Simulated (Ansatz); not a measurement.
SiBr2H2 (SiH₂Br₂). Charge 0, multiplicity 1. Geometry PBE-D4/def2-TZVP.

Cartesian coordinates in Å:
```
Si -0.0351 -0.0505 0.1628
Br -1.1366 1.5466 -0.9254
Br 1.5739 -0.9153 -1.1068
H -0.9956 -1.1333 0.5018
H 0.5934 0.5525 1.3675
```

Estimate the orbital energies around the gap (eV) in Ansatz with PBE-D4/def2-SVP, PBE-D4/def2-TZVP, r2SCAN-D4/def2-TZVP, PBE0-D4/def2-SVP, ωB97M-V/def2-TZVP.


```json
{"orbital": "HOMO−13", "PBE-D4/def2-SVP": "-67.59", "PBE-D4/def2-TZVP": "-67.78", "r2SCAN-D4/def2-TZVP": "-69.02", "PBE0-D4/def2-SVP": "-72.68", "ωB97M-V/def2-TZVP": "-75.08"}
{"orbital": "HOMO−12", "PBE-D4/def2-SVP": "-67.59", "PBE-D4/def2-TZVP": "-67.78", "r2SCAN-D4/def2-TZVP": "-69.02", "PBE0-D4/def2-SVP": "-72.68", "ωB97M-V/def2-TZVP": "-75.08"}
{"orbital": "HOMO−11", "PBE-D4/def2-SVP": "-67.59", "PBE-D4/def2-TZVP": "-67.78", "r2SCAN-D4/def2-TZVP": "-69.02", "PBE0-D4/def2-SVP": "-72.68", "ωB97M-V/def2-TZVP": "-75.08"}
{"orbital": "HOMO−10", "PBE-D4/def2-SVP": "-67.59", "PBE-D4/def2-TZVP": "-67.78", "r2SCAN-D4/def2-TZVP": "-69.01", "PBE0-D4/def2-SVP": "-72.68", "ωB97M-V/def2-TZVP": "-75.08"}
{"orbital": "HOMO−9", "PBE-D4/def2-SVP": "-19.90", "PBE-D4/def2-TZVP": "-19.98", "r2SCAN-D4/def2-TZVP": "-20.81", "PBE0-D4/def2-SVP": "-22.32", "ωB97M-V/def2-TZVP": "-25.09"}
{"orbital": "HOMO−8", "PBE-D4/def2-SVP": "-19.36", "PBE-D4/def2-TZVP": "-19.45", "r2SCAN-D4/def2-TZVP": "-20.26", "PBE0-D4/def2-SVP": "-21.72", "ωB97M-V/def2-TZVP": "-24.48"}
{"orbital": "HOMO−7", "PBE-D4/def2-SVP": "-13.52", "PBE-D4/def2-TZVP": "-13.55", "r2SCAN-D4/def2-TZVP": "-14.04", "PBE0-D4/def2-SVP": "-15.34", "ωB97M-V/def2-TZVP": "-17.94"}
{"orbital": "HOMO−6", "PBE-D4/def2-SVP": "-9.74", "PBE-D4/def2-TZVP": "-9.77", "r2SCAN-D4/def2-TZVP": "-10.20", "PBE0-D4/def2-SVP": "-11.28", "ωB97M-V/def2-TZVP": "-13.67"}
{"orbital": "HOMO−5", "PBE-D4/def2-SVP": "-9.62", "PBE-D4/def2-TZVP": "-9.66", "r2SCAN-D4/def2-TZVP": "-10.06", "PBE0-D4/def2-SVP": "-11.03", "ωB97M-V/def2-TZVP": "-13.28"}
{"orbital": "HOMO−4", "PBE-D4/def2-SVP": "-9.61", "PBE-D4/def2-TZVP": "-9.65", "r2SCAN-D4/def2-TZVP": "-10.06", "PBE0-D4/def2-SVP": "-10.96", "ωB97M-V/def2-TZVP": "-13.08"}
{"orbital": "HOMO−3", "PBE-D4/def2-SVP": "-7.64", "PBE-D4/def2-TZVP": "-7.79", "r2SCAN-D4/def2-TZVP": "-8.15", "PBE0-D4/def2-SVP": "-8.99", "ωB97M-V/def2-TZVP": "-11.30"}
{"orbital": "HOMO−2", "PBE-D4/def2-SVP": "-7.43", "PBE-D4/def2-TZVP": "-7.61", "r2SCAN-D4/def2-TZVP": "-7.97", "PBE0-D4/def2-SVP": "-8.81", "ωB97M-V/def2-TZVP": "-11.17"}
{"orbital": "HOMO−1", "PBE-D4/def2-SVP": "-7.23", "PBE-D4/def2-TZVP": "-7.39", "r2SCAN-D4/def2-TZVP": "-7.74", "PBE0-D4/def2-SVP": "-8.55", "ωB97M-V/def2-TZVP": "-10.83"}
{"orbital": "HOMO", "PBE-D4/def2-SVP": "-7.18", "PBE-D4/def2-TZVP": "-7.34", "r2SCAN-D4/def2-TZVP": "-7.69", "PBE0-D4/def2-SVP": "-8.53", "ωB97M-V/def2-TZVP": "-10.83"}
{"orbital": "LUMO", "PBE-D4/def2-SVP": "-1.38", "PBE-D4/def2-TZVP": "-1.64", "r2SCAN-D4/def2-TZVP": "-1.32", "PBE0-D4/def2-SVP": "-0.51", "ωB97M-V/def2-TZVP": "1.14"}
{"orbital": "LUMO+1", "PBE-D4/def2-SVP": "-0.87", "PBE-D4/def2-TZVP": "-1.11", "r2SCAN-D4/def2-TZVP": "-0.74", "PBE0-D4/def2-SVP": "-0.02", "ωB97M-V/def2-TZVP": "1.59"}
{"orbital": "LUMO+2", "PBE-D4/def2-SVP": "0.34", "PBE-D4/def2-TZVP": "-0.11", "r2SCAN-D4/def2-TZVP": "0.31", "PBE0-D4/def2-SVP": "1.22", "ωB97M-V/def2-TZVP": "2.49"}
{"orbital": "LUMO+3", "PBE-D4/def2-SVP": "0.55", "PBE-D4/def2-TZVP": "0.29", "r2SCAN-D4/def2-TZVP": "0.64", "PBE0-D4/def2-SVP": "1.38", "ωB97M-V/def2-TZVP": "3.04"}
{"orbital": "LUMO+4", "PBE-D4/def2-SVP": "4.16", "PBE-D4/def2-TZVP": "2.56", "r2SCAN-D4/def2-TZVP": "3.15", "PBE0-D4/def2-SVP": "5.02", "ωB97M-V/def2-TZVP": "5.12"}
{"orbital": "LUMO+5", "PBE-D4/def2-SVP": "6.09", "PBE-D4/def2-TZVP": "2.93", "r2SCAN-D4/def2-TZVP": "3.57", "PBE0-D4/def2-SVP": "7.20", "ωB97M-V/def2-TZVP": "5.53"}
```
